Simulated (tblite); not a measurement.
Record of a relaxation.

Compound: C6H10ClNSi.
SMILES with atom numbers: `[CH2:1]=[CH:2][CH2:3][CH2:4][Si@H:5]([Cl:6])[CH2:7][C:8]#[N:9]` (hydrogens: H10, H11 on C1; H12 on C2; H13, H14 on C3; H15, H16 on C4; H17 on Si5; H18, H19 on C7)

Computed with GFN2-xTB (tblite), gas phase: L-BFGS steps from a force-field or distance-geometry start until the largest atomic force falls under 0.01 eV/Å. 10 of its 50 geometries are shown.

Step 0: E = -737.7082 eV, largest atomic force 2.159 eV/Å
```
atom  x, y, z in Å  |  force x, y, z in eV/Å
C1      3.439    0.581    0.021   -1.800   0.623  -0.125
C2      2.152    0.990   -0.091    1.990  -0.807   0.225
C3      1.003    0.048   -0.248   -0.166   0.226  -0.430
C4      0.040    0.145    0.936    0.314   0.193   0.657
Si5    -1.477   -0.960    0.857    0.218  -0.776   1.262
Cl6    -0.878   -2.924    0.874   -0.124   0.300  -0.092
C7     -2.484   -0.669   -0.686   -0.830   0.807  -0.754
C8     -2.930    0.722   -0.778   -0.112   0.061  -0.235
N9     -3.277    1.818   -0.862    0.429  -1.245   0.153
H10     3.700   -0.467   -0.001    0.004   0.196  -0.013
H11     4.229    1.305    0.137    0.010  -0.167  -0.008
H12     1.934    2.048   -0.050   -0.133  -0.083  -0.020
H13     0.466    0.323   -1.167    0.003   0.015   0.094
H14     1.351   -0.980   -0.385    0.064   0.102   0.183
H15     0.582   -0.105    1.865   -0.032   0.095  -0.321
H16    -0.302    1.175    1.076    0.158   0.013  -0.173
H17    -2.307   -0.770    2.069    0.106  -0.007  -0.260
H18    -1.897   -0.934   -1.569   -0.095   0.199  -0.063
H19    -3.355   -1.336   -0.675   -0.005   0.257  -0.079
```

Step 5: E = -737.8377 eV, largest atomic force 0.186 eV/Å
```
atom  x, y, z in Å  |  force x, y, z in eV/Å
C1      3.423    0.588    0.021    0.089  -0.030   0.021
C2      2.169    0.979   -0.088   -0.137   0.010  -0.010
C3      1.001    0.055   -0.254   -0.034   0.007   0.009
C4      0.048    0.150    0.950    0.026   0.015   0.049
Si5    -1.470   -0.983    0.890    0.017   0.005   0.046
Cl6    -0.883   -2.917    0.868   -0.015  -0.055  -0.062
C7     -2.498   -0.658   -0.697    0.043  -0.107   0.057
C8     -2.931    0.703   -0.791   -0.015  -0.057  -0.063
N9     -3.267    1.795   -0.857    0.061  -0.130   0.027
H10     3.699   -0.455   -0.002    0.004   0.021  -0.017
H11     4.227    1.295    0.137    0.015  -0.039   0.013
H12     1.929    2.035   -0.051   -0.056  -0.060  -0.005
H13     0.464    0.328   -1.166   -0.028   0.057   0.022
H14     1.353   -0.973   -0.375    0.014   0.036   0.079
H15     0.594   -0.100    1.861    0.166   0.083  -0.009
H16    -0.293    1.180    1.068    0.084   0.047  -0.062
H17    -2.309   -0.770    2.065   -0.075   0.006   0.049
H18    -1.903   -0.920   -1.575   -0.040   0.102  -0.065
H19    -3.363   -1.322   -0.682   -0.117   0.089  -0.080
```

Step 11: E = -737.8538 eV, largest atomic force 0.051 eV/Å
```
atom  x, y, z in Å  |  force x, y, z in eV/Å
C1      3.421    0.586    0.023   -0.025   0.014  -0.003
C2      2.165    0.977   -0.088    0.009  -0.019  -0.006
C3      0.997    0.054   -0.251    0.005   0.006  -0.001
C4      0.056    0.156    0.960    0.006   0.006   0.001
Si5    -1.469   -0.983    0.902    0.021  -0.023  -0.004
Cl6    -0.888   -2.926    0.851   -0.020   0.042  -0.021
C7     -2.498   -0.674   -0.696    0.018   0.003   0.029
C8     -2.924    0.686   -0.788   -0.004  -0.001  -0.017
N9     -3.257    1.778   -0.855    0.014   0.023   0.017
H10     3.699   -0.456   -0.007   -0.028   0.028  -0.007
H11     4.228    1.289    0.141   -0.013  -0.014   0.008
H12     1.914    2.031   -0.051    0.012  -0.035   0.008
H13     0.455    0.337   -1.158   -0.007  -0.025   0.006
H14     1.353   -0.973   -0.362   -0.018   0.008  -0.009
H15     0.633   -0.073    1.858    0.007   0.030   0.015
H16    -0.274    1.192    1.058    0.001   0.012   0.005
H17    -2.324   -0.771    2.072    0.005  -0.012  -0.027
H18    -1.909   -0.909   -1.587   -0.009  -0.029   0.016
H19    -3.385   -1.311   -0.701    0.025  -0.014  -0.012
```

Step 16: E = -737.8552 eV, largest atomic force 0.035 eV/Å
```
atom  x, y, z in Å  |  force x, y, z in eV/Å
C1      3.418    0.586    0.023   -0.014  -0.008  -0.002
C2      2.162    0.975   -0.089    0.016   0.005   0.000
C3      0.995    0.052   -0.251   -0.002   0.000  -0.009
C4      0.059    0.160    0.963   -0.001   0.009   0.002
Si5    -1.464   -0.981    0.903   -0.009   0.008   0.001
Cl6    -0.892   -2.922    0.842    0.012  -0.014  -0.016
C7     -2.495   -0.675   -0.694    0.001   0.002  -0.019
C8     -2.922    0.686   -0.789    0.013  -0.012  -0.004
N9     -3.251    1.780   -0.851    0.011   0.009   0.007
H10     3.693   -0.455   -0.010    0.007  -0.021  -0.006
H11     4.226    1.287    0.145   -0.008   0.000   0.004
H12     1.912    2.027   -0.049   -0.014   0.019   0.001
H13     0.450    0.332   -1.156   -0.016   0.001  -0.010
H14     1.348   -0.974   -0.362   -0.001  -0.011   0.008
H15     0.640   -0.060    1.861   -0.009  -0.001   0.010
H16    -0.272    1.196    1.058   -0.010   0.012  -0.007
H17    -2.325   -0.775    2.066   -0.005  -0.001   0.011
H18    -1.910   -0.916   -1.584    0.028   0.005  -0.007
H19    -3.380   -1.314   -0.704    0.001  -0.002   0.035
```

Step 22: E = -737.8561 eV, largest atomic force 0.023 eV/Å
```
atom  x, y, z in Å  |  force x, y, z in eV/Å
C1      3.414    0.583    0.022    0.004  -0.001  -0.002
C2      2.160    0.975   -0.092   -0.018  -0.004   0.003
C3      0.992    0.053   -0.251   -0.020  -0.006   0.010
C4      0.058    0.166    0.965   -0.015  -0.001   0.001
Si5    -1.462   -0.980    0.904    0.002   0.015   0.006
Cl6    -0.890   -2.920    0.828    0.015  -0.006  -0.002
C7     -2.490   -0.675   -0.696    0.006   0.005   0.009
C8     -2.916    0.685   -0.791    0.016   0.002   0.013
N9     -3.240    1.781   -0.845    0.010  -0.011  -0.007
H10     3.689   -0.459   -0.015   -0.006  -0.004  -0.003
H11     4.221    1.284    0.149    0.010   0.001  -0.001
H12     1.908    2.027   -0.047    0.004   0.000  -0.004
H13     0.442    0.328   -1.156    0.005   0.007   0.000
H14     1.343   -0.975   -0.359    0.001   0.003   0.004
H15     0.639   -0.050    1.865   -0.010   0.003  -0.014
H16    -0.274    1.202    1.054   -0.007  -0.007  -0.006
H17    -2.327   -0.779    2.066    0.007  -0.005   0.002
H18    -1.902   -0.920   -1.583   -0.015  -0.001   0.007
H19    -3.374   -1.317   -0.694    0.012   0.010  -0.016
```

Step 27: E = -737.8566 eV, largest atomic force 0.030 eV/Å
```
atom  x, y, z in Å  |  force x, y, z in eV/Å
C1      3.410    0.581    0.020   -0.001  -0.002   0.003
C2      2.156    0.973   -0.092    0.008   0.004  -0.004
C3      0.987    0.053   -0.250    0.016   0.010  -0.006
C4      0.053    0.170    0.965    0.010   0.002  -0.002
Si5    -1.461   -0.980    0.907    0.006  -0.029   0.000
Cl6    -0.882   -2.919    0.819    0.011   0.005   0.010
C7     -2.484   -0.676   -0.694   -0.006  -0.006   0.000
C8     -2.906    0.686   -0.788   -0.008   0.010  -0.010
N9     -3.230    1.781   -0.844    0.009   0.015   0.000
H10     3.685   -0.462   -0.019   -0.009   0.004   0.003
H11     4.219    1.280    0.150   -0.009  -0.007  -0.011
H12     1.907    2.026   -0.048   -0.001  -0.005   0.004
H13     0.439    0.328   -1.156    0.004  -0.004   0.000
H14     1.339   -0.976   -0.355   -0.013   0.002  -0.003
H15     0.635   -0.043    1.864    0.003   0.008   0.015
H16    -0.280    1.206    1.049   -0.014   0.003   0.001
H17    -2.326   -0.783    2.069    0.000  -0.009   0.009
H18    -1.899   -0.922   -1.582    0.014   0.001   0.001
H19    -3.369   -1.315   -0.694   -0.021  -0.001  -0.009
```

Step 33: E = -737.8577 eV, largest atomic force 0.034 eV/Å
```
atom  x, y, z in Å  |  force x, y, z in eV/Å
C1      3.401    0.573    0.017   -0.004   0.002  -0.016
C2      2.149    0.973   -0.093    0.001  -0.002   0.017
C3      0.978    0.056   -0.248   -0.015  -0.011   0.001
C4      0.042    0.179    0.966   -0.016  -0.006   0.005
Si5    -1.457   -0.992    0.913   -0.020   0.020  -0.018
Cl6    -0.848   -2.920    0.808   -0.002   0.001   0.015
C7     -2.477   -0.677   -0.690   -0.007   0.008  -0.006
C8     -2.884    0.690   -0.786    0.005  -0.015   0.000
N9     -3.193    1.790   -0.844    0.011  -0.005   0.001
H10     3.667   -0.470   -0.025    0.011  -0.008   0.010
H11     4.213    1.269    0.143    0.014  -0.001  -0.003
H12     1.902    2.025   -0.046    0.002   0.015   0.000
H13     0.434    0.327   -1.157   -0.021   0.014   0.001
H14     1.322   -0.974   -0.348    0.025  -0.009  -0.002
H15     0.624   -0.016    1.869    0.003   0.014  -0.008
H16    -0.306    1.211    1.038    0.003  -0.002  -0.001
H17    -2.320   -0.805    2.080    0.010  -0.025  -0.017
H18    -1.885   -0.925   -1.574   -0.006   0.003   0.010
H19    -3.370   -1.306   -0.703    0.007   0.008   0.009
```

Step 38: E = -737.8582 eV, largest atomic force 0.020 eV/Å
```
atom  x, y, z in Å  |  force x, y, z in eV/Å
C1      3.397    0.570    0.013    0.004  -0.002   0.010
C2      2.145    0.972   -0.091    0.000   0.001  -0.014
C3      0.973    0.057   -0.247    0.003   0.008   0.006
C4      0.036    0.182    0.966    0.007   0.006  -0.001
Si5    -1.458   -0.995    0.912    0.013   0.005   0.010
Cl6    -0.836   -2.918    0.808   -0.004  -0.007   0.005
C7     -2.476   -0.677   -0.689    0.002  -0.002  -0.001
C8     -2.875    0.692   -0.785    0.002   0.008   0.001
N9     -3.176    1.794   -0.843    0.004   0.002  -0.001
H10     3.662   -0.474   -0.026   -0.001   0.000  -0.002
H11     4.213    1.262    0.139   -0.001   0.002  -0.006
H12     1.902    2.026   -0.045    0.003  -0.005   0.002
H13     0.427    0.329   -1.155    0.005  -0.002   0.010
H14     1.319   -0.974   -0.346   -0.003   0.015  -0.003
H15     0.620   -0.003    1.870   -0.008  -0.006   0.000
H16    -0.317    1.213    1.033    0.001   0.000  -0.008
H17    -2.317   -0.821    2.082   -0.015  -0.013   0.003
H18    -1.880   -0.927   -1.570   -0.010  -0.007  -0.013
H19    -3.370   -1.302   -0.704   -0.002  -0.004   0.003
```

Step 44: E = -737.8585 eV, largest atomic force 0.016 eV/Å
```
atom  x, y, z in Å  |  force x, y, z in eV/Å
C1      3.396    0.568    0.013    0.001   0.004  -0.008
C2      2.145    0.973   -0.092   -0.002   0.002   0.011
C3      0.971    0.060   -0.245    0.004   0.000  -0.004
C4      0.033    0.186    0.967    0.001  -0.002  -0.002
Si5    -1.456   -0.996    0.914    0.002  -0.016  -0.002
Cl6    -0.830   -2.920    0.810   -0.003   0.005  -0.001
C7     -2.474   -0.677   -0.689    0.001  -0.006   0.002
C8     -2.867    0.693   -0.785    0.002   0.002  -0.002
N9     -3.163    1.797   -0.843    0.004   0.000   0.000
H10     3.659   -0.477   -0.026   -0.002   0.007  -0.001
H11     4.213    1.260    0.134    0.000  -0.003   0.002
H12     1.903    2.027   -0.044    0.007   0.001  -0.005
H13     0.424    0.332   -1.152    0.005   0.005  -0.006
H14     1.318   -0.970   -0.345   -0.006  -0.006   0.002
H15     0.616    0.004    1.872    0.000   0.003   0.005
H16    -0.323    1.216    1.027    0.000   0.001   0.008
H17    -2.321   -0.837    2.082   -0.005   0.003  -0.005
H18    -1.883   -0.930   -1.572   -0.001  -0.004  -0.003
H19    -3.370   -1.299   -0.702   -0.008   0.002   0.008
```

Step 49: E = -737.8586 eV, largest atomic force 0.009 eV/Å
```
atom  x, y, z in Å  |  force x, y, z in eV/Å
C1      3.396    0.568    0.011    0.000  -0.001   0.005
C2      2.145    0.974   -0.090    0.004   0.000  -0.004
C3      0.970    0.061   -0.244   -0.001   0.002   0.003
C4      0.032    0.187    0.967   -0.001   0.002   0.002
Si5    -1.456   -0.999    0.914   -0.002   0.008  -0.004
Cl6    -0.828   -2.921    0.811    0.002  -0.004  -0.003
C7     -2.474   -0.678   -0.689   -0.004   0.001   0.000
C8     -2.862    0.693   -0.785    0.002  -0.004   0.001
N9     -3.155    1.798   -0.844    0.004  -0.001  -0.001
H10     3.657   -0.477   -0.028    0.004  -0.003  -0.002
H11     4.214    1.258    0.132    0.002   0.001  -0.002
H12     1.906    2.029   -0.045   -0.005   0.000   0.002
H13     0.426    0.335   -1.152   -0.001   0.002   0.004
H14     1.315   -0.970   -0.345    0.004   0.003   0.002
H15     0.613    0.008    1.874    0.003  -0.005  -0.004
H16    -0.325    1.217    1.027   -0.008  -0.001   0.002
H17    -2.325   -0.843    2.080    0.003   0.005  -0.006
H18    -1.885   -0.934   -1.573   -0.004  -0.006   0.006
H19    -3.373   -1.297   -0.699   -0.002   0.003   0.002
```

Question: Summarise the path.

Answer: The energy falls by 3.47 kcal/mol from step 0 to step 49; nine tenths of that is first reached at step 6. It falls at every step. The largest force goes from 2.159 to 0.009 eV/Å. Among the bonds Si5–C7 changes most, from 1.865 to 1.925 Å; the atoms move by 0.064 Å rms after alignment.

The cost below is that of the whole relaxation. On one thread, Intel Xeon at 2.50 GHz (x86_64), shared host with 64 logical CPUs at a one-minute load of 61, this took 1.5 s of wall time.
